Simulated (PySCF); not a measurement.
Molecule: 3-chlorostyrene (SMILES C=Cc1cccc(Cl)c1).

Bonds (- single, = double, # triple, : aromatic): C1=C2, C2-C3, C3:C4, C4:C5, C5:C6, C6:C7, C7-Cl8, C7:C9, C9:C3. C1 carries H10, H11; C2 carries H12; C4 carries H13; C5 carries H14; C6 carries H15; C9 carries H16. H10 is cis to C3; H11 is trans to C3.

Frames of a GFN2-xTB Langevin trajectory at 600 K; GIAO PBE0/pcSseg-1 shieldings in PySCF 2.14, gas phase, non-relativistic; equivalent atoms averaged within each frame.

Referencing at the same level of theory: ¹³C (σref 186.93) and ¹H (σref 31.72) vs TMS; HCl for ³⁵Cl (σref 949.78). The references are static minima.

Question: How do the shifts (ppm) fluctuate along the trajectory?

Answer: 
```
         time (fs)     C2     C4     C7     C3     C5     C9     C1     C6  Cl8   H12
optimised geometry  143.7  133.7  146.6  143.4  135.4  128.5  120.4  134.2  238  6.79
               250  146.0  142.9  141.7  140.1  139.9  128.9  128.2  127.5  235  7.89
               425  156.0  132.2  147.9  140.8  136.9  134.4  135.4  139.1  224  7.98
               625  165.0  130.3  153.4  143.4  140.3  129.6  133.8  130.6  302  8.43
               800  130.8  142.9  150.0  151.9  136.4  150.4  110.2  143.6  234  6.09
              1000  138.7  132.7  150.0  163.3  132.4  137.3  120.8  139.2  213  7.28
    mean of frames  147.3  136.2  148.6  147.9  137.2  136.1  125.7  136.0  242  7.53
standard deviation   13.6    6.2    4.4    9.8    3.2    8.7   10.4    6.7   35  0.91
```

5 frames give an uncertainty of the mean of about the standard deviation over 2.2 at best, since frames this close in time may not be independent; classical motion lacks zero-point vibration, and the reference would need the same averaging.
